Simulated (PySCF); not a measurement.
Al(H)(Me)(SeH) (CH5AlSe), SMILES [CH3][AlH][SeH]. Atoms are numbered in the order given.

```xyz
8

Al    -0.6589    -1.0620     0.0000
H     -2.2318    -1.2489     0.0000
C      0.6180    -2.5346     0.0000
H      0.4740    -3.1797     0.8844
H      0.4740    -3.1797    -0.8844
H      1.6651    -2.1920     0.0000
Se     0.1661     1.0917     0.0000
H     -1.1699     1.6964     0.0000
```
Charge 0, spin multiplicity 1.

Geometry: ωB97X-D3(BJ)/def2-SVP. Other conformers were not sampled.

Level of theory: IEF-PCM-B3LYP/def2-SVP in PySCF.

The values are the electrostatic part of the solvation free energy, E(continuum) − E(gas) at the gas-phase geometry, in a cavity of scaled van der Waals radii (PySCF's table); cavitation and dispersion terms are not included. A continuum can't describe solvent molecules that bind to the metal. In vacuum the orbital gap is 5.78 eV. The dipole moment in vacuum is 0.91 D.

| solvent | ε | ΔG(elec) (kcal/mol) | dipole (D) | gap (eV) |
|---|---|---|---|---|
| water | 78.36 | -3.9 | 1.34 | 6.14 |
| tetrahydrofuran | 7.43 | -3.1 | 1.26 | 6.07 |
| ethanol | 24.85 | -3.7 | 1.32 | 6.12 |
